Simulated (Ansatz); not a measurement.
Steps of a relaxation of `F[Si]1([AlH2])C[SiH2]1` with RKS PBE-D4/def2-SVP.

```sh
$ ansatz run in.yaml --threads 4 --pin off --events-out ev --progress --plain --max-ram 10444MiB
```

```yaml
crystal:
  periodic: [false, false, false]
  atoms:
    - {symbol: F, position_ang: [-2.354200, -0.723900, 0.169600]}
    - {symbol: Si, position_ang: [-0.908800, 0.004900, -0.201800]}
    - {symbol: Al, position_ang: [-0.512600, 2.305300, 0.120600]}
    - {symbol: C, position_ang: [0.413100, -1.095000, -0.993300]}
    - {symbol: Si, position_ang: [0.742900, -1.212800, 0.791000]}
    - {symbol: H, position_ang: [-0.161500, 3.262200, -1.115800]}
    - {symbol: H, position_ang: [-0.468000, 2.910700, 1.616100]}
    - {symbol: H, position_ang: [1.138000, -0.551700, -1.599600]}
    - {symbol: H, position_ang: [-0.091700, -2.019900, -1.365300]}
    - {symbol: H, position_ang: [0.317200, -2.478500, 1.429600]}
    - {symbol: H, position_ang: [1.950900, -0.458500, 1.169600]}
basis:
  gaussian: {orbitals: def2-SVP}
hamiltonian: {xc: pbe, dispersion: d4}
relax: {f_tol: 0.03, max_steps: 200}
```

Positions (Å) and forces (eV/Å) along the path, 12 of 23 steps:

```xyz
11
step=1 energy=-26177.2925 eV
F    -2.354   -0.724    0.170   -0.028    0.024   -0.405
Si   -0.909    0.005   -0.202   -0.405   -0.069    0.590
Al   -0.513    2.305    0.121   -0.063    0.763    0.279
C     0.413   -1.095   -0.993   -1.353   -0.870   -1.134
Si    0.743   -1.213    0.791    0.291    0.456    1.476
H    -0.162    3.262   -1.116    0.152   -0.026   -0.014
H    -0.468    2.911    1.616   -0.119   -0.059   -0.163
H     1.138   -0.552   -1.600    0.201   -0.124   -0.694
H    -0.092   -2.020   -1.365    0.602    0.278   -0.532
H     0.317   -2.478    1.430    0.178   -0.246    0.230
H     1.951   -0.459    1.170    0.542   -0.126    0.365
11
step=6 energy=-26177.8466 eV
F    -2.385   -0.548    0.215    0.010   -0.045    0.004
Si   -0.849    0.028   -0.001   -0.033    0.081    0.005
Al   -0.602    2.444    0.123    0.061    0.081    0.076
C     0.285   -1.122   -1.013    0.003   -0.051    0.072
Si    0.873   -1.270    0.824    0.053    0.020   -0.117
H     0.338    3.219   -0.931   -0.028   -0.066    0.097
H    -1.225    3.196    1.404   -0.014   -0.037   -0.153
H     0.953   -0.641   -1.752   -0.011    0.021    0.010
H    -0.173   -2.038   -1.434   -0.012   -0.001    0.021
H     0.618   -2.610    1.445   -0.016    0.008   -0.003
H     2.232   -0.715    1.141   -0.012   -0.011   -0.012
11
step=8 energy=-26177.8974 eV
F    -2.364   -0.613    0.323    0.092    0.037   -0.012
Si   -0.867    0.032    0.022   -0.088   -0.011   -0.003
Al   -0.586    2.426    0.149   -0.024    0.180    0.063
C     0.249   -1.116   -1.020    0.008   -0.005    0.005
Si    0.917   -1.243    0.772    0.017   -0.004    0.006
H     0.622    3.099   -0.687   -0.094   -0.102    0.125
H    -1.488    3.276    1.187    0.107   -0.102   -0.160
H     0.873   -0.615   -1.786   -0.027   -0.018    0.005
H    -0.221   -2.036   -1.416    0.002    0.005   -0.009
H     0.641   -2.564    1.427    0.008    0.015   -0.002
H     2.289   -0.704    1.050    0.000    0.004   -0.020
11
step=10 energy=-26177.9161 eV
F    -2.359   -0.648    0.381   -0.036   -0.043   -0.101
Si   -0.910    0.027   -0.037    0.078    0.186    0.189
Al   -0.572    2.399    0.186    0.015   -0.055    0.002
C     0.220   -1.125   -1.048   -0.046   -0.143    0.028
Si    0.931   -1.195    0.732   -0.020    0.197   -0.023
H     0.824    2.955   -0.376   -0.028   -0.032    0.017
H    -1.598    3.306    1.012    0.012   -0.010   -0.006
H     0.806   -0.645   -1.854    0.016   -0.010    0.019
H    -0.264   -2.055   -1.398    0.014   -0.061   -0.031
H     0.696   -2.479    1.470    0.004   -0.003   -0.067
H     2.289   -0.596    0.952   -0.009   -0.027   -0.026
11
step=11 energy=-26177.9259 eV
F    -2.399   -0.658    0.324    0.037    0.025   -0.004
Si   -0.939    0.027   -0.039    0.020    0.016   -0.039
Al   -0.549    2.379    0.205    0.040    0.027   -0.009
C     0.198   -1.133   -1.040    0.010   -0.023    0.005
Si    0.931   -1.145    0.731   -0.017   -0.022   -0.010
H     0.890    2.904   -0.294   -0.115   -0.065    0.039
H    -1.600    3.294    0.990    0.040    0.011    0.003
H     0.774   -0.662   -1.859   -0.012   -0.010    0.008
H    -0.267   -2.083   -1.366    0.018    0.009    0.026
H     0.735   -2.442    1.459    0.018    0.028   -0.020
H     2.292   -0.537    0.909   -0.039    0.002    0.001
11
step=12 energy=-26177.9267 eV
F    -2.406   -0.657    0.289    0.043    0.001    0.010
Si   -0.944    0.030   -0.066   -0.162   -0.043   -0.032
Al   -0.578    2.376    0.227    0.146    0.031   -0.029
C     0.199   -1.145   -1.044    0.048    0.065   -0.024
Si    0.928   -1.121    0.726    0.019   -0.059    0.021
H     0.884    2.828   -0.273   -0.083    0.002    0.031
H    -1.570    3.346    1.027    0.023   -0.068   -0.023
H     0.776   -0.689   -1.871   -0.011   -0.015    0.005
H    -0.256   -2.108   -1.351   -0.007    0.052    0.037
H     0.751   -2.420    1.455    0.011    0.032    0.012
H     2.281   -0.497    0.901   -0.027    0.001   -0.007
11
step=15 energy=-26178.0289 eV
F    -2.527   -0.740    0.087    0.127    0.019   -0.033
Si   -1.141    0.023   -0.392   -0.005    0.172   -0.227
Al   -0.415    2.169    0.358   -0.032   -0.286    0.125
C     0.176   -1.174   -1.089   -0.189   -0.194    0.335
Si    0.823   -0.823    0.701    0.089    0.072   -0.201
H     1.045    2.541   -0.177   -0.029    0.003   -0.052
H    -1.300    3.075    1.337    0.031   -0.081   -0.024
H     0.736   -0.822   -1.979   -0.044    0.003    0.150
H    -0.203   -2.215   -1.225    0.145    0.264    0.052
H     0.754   -2.029    1.602   -0.054    0.135   -0.081
H     2.117   -0.062    0.798   -0.038   -0.107   -0.043
11
step=16 energy=-26178.1593 eV
F    -2.543   -0.742    0.036    0.250    0.016   -0.083
Si   -1.198    0.040   -0.535   -0.182    0.080   -0.356
Al   -0.348    2.036    0.451    0.066   -0.233    0.149
C     0.171   -1.173   -1.099   -0.320   -0.233    0.498
Si    0.787   -0.691    0.679    0.212    0.044   -0.177
H     1.068    2.442   -0.176   -0.072    0.048   -0.072
H    -1.224    2.938    1.442    0.026   -0.114    0.000
H     0.737   -0.871   -2.005   -0.038    0.033    0.214
H    -0.181   -2.234   -1.164    0.175    0.327    0.026
H     0.699   -1.847    1.650   -0.089    0.204   -0.143
H     2.098    0.045    0.739   -0.028   -0.172   -0.057
11
step=18 energy=-26178.4206 eV
F    -2.527   -0.748   -0.070    0.338    0.152   -0.210
Si   -1.266    0.093   -0.764   -0.126   -0.364    0.130
Al   -0.242    1.865    0.600    0.242    0.337   -0.257
C     0.153   -1.163   -1.059   -0.331    0.016    0.164
Si    0.786   -0.514    0.650    0.296   -0.226    0.006
H     0.935    2.525   -0.334   -0.301   -0.089    0.228
H    -1.129    2.665    1.663    0.028   -0.080    0.008
H     0.773   -0.924   -1.946    0.062    0.033    0.137
H    -0.145   -2.234   -1.048    0.033    0.157   -0.034
H     0.490   -1.559    1.707    0.032    0.232   -0.142
H     2.239   -0.063    0.623   -0.273   -0.168   -0.030
11
step=20 energy=-26178.4673 eV
F    -2.484   -0.710   -0.084    0.073   -0.008   -0.042
Si   -1.232    0.106   -0.794   -0.026    0.067    0.033
Al   -0.207    1.912    0.566   -0.075   -0.175   -0.029
C     0.138   -1.180   -1.042   -0.082   -0.096   -0.048
Si    0.807   -0.500    0.629   -0.019   -0.025    0.117
H     0.854    2.654   -0.386   -0.051    0.120    0.117
H    -1.145    2.461    1.749    0.120    0.074   -0.117
H     0.833   -0.959   -1.876   -0.029    0.016    0.007
H    -0.201   -2.234   -1.063    0.063    0.027    0.015
H     0.425   -1.410    1.761    0.025    0.023   -0.016
H     2.277   -0.198    0.562    0.000   -0.023   -0.036
11
step=22 energy=-26178.4833 eV
F    -2.493   -0.707   -0.131   -0.002    0.037    0.012
Si   -1.230    0.101   -0.826   -0.017   -0.036    0.032
Al   -0.220    1.901    0.566    0.063   -0.028   -0.002
C     0.119   -1.208   -1.036    0.051   -0.018    0.002
Si    0.812   -0.499    0.617   -0.025   -0.002    0.053
H     0.862    2.741   -0.268   -0.024    0.027   -0.016
H    -1.146    2.494    1.724   -0.031   -0.008   -0.016
H     0.819   -1.006   -1.869    0.001   -0.014   -0.021
H    -0.202   -2.267   -1.015   -0.027    0.036   -0.044
H     0.463   -1.398    1.767    0.011    0.005   -0.005
H     2.280   -0.208    0.491    0.001    0.001    0.005
11
step=23 energy=-26178.4861 eV
F    -2.480   -0.699   -0.100   -0.005   -0.002    0.001
Si   -1.225    0.101   -0.818    0.000    0.009    0.006
Al   -0.209    1.901    0.563    0.018   -0.001   -0.010
C     0.125   -1.206   -1.039   -0.004   -0.026    0.004
Si    0.812   -0.510    0.623   -0.004    0.018    0.013
H     0.841    2.761   -0.290    0.000    0.002    0.006
H    -1.153    2.486    1.712   -0.007   -0.012   -0.004
H     0.826   -0.997   -1.870   -0.003    0.000   -0.003
H    -0.207   -2.262   -1.041    0.002    0.010   -0.007
H     0.451   -1.403    1.773   -0.002   -0.001   -0.003
H     2.283   -0.229    0.509    0.005    0.003   -0.003
```

Run time 24 s (4 threads of an AMD EPYC 7R43 on a shared host); peak host memory 0.19 GiB.
